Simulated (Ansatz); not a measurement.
AlFH4NP, SMILES `[NH2][Al]([F])[PH2]` at its PBE0-D4/def2-TZVP geometry, where that method's forces vanish. The species carries charge 0 and has multiplicity 1.

```xyz
8

N     0.0899    1.5151   -0.6043
Al    0.5703   -0.1437   -0.2780
F     2.1647   -0.5241   -0.4854
P    -0.9064   -1.8276    0.3000
H     0.7170    2.2399   -0.9141
H    -0.8426    1.8777   -0.4954
H    -1.6974   -0.9316    1.0717
H    -0.0955   -2.2057    1.4055
```

**Question.** What forces (eV/Å) does ωB97M-V/def2-TZVPP give on these atoms in Ansatz 0.2.0? (Estimate.)

**Answer.** The calculation gave: 
```
N1   0.001  0.018  0.001
Al2 -0.119 -0.034  0.028
F3   0.103 -0.031 -0.008
P4   0.017  0.052  0.137
H5  -0.040  0.001  0.007
H6   0.027  0.016 -0.010
H7   0.076 -0.067 -0.062
H8  -0.064  0.045 -0.093
```
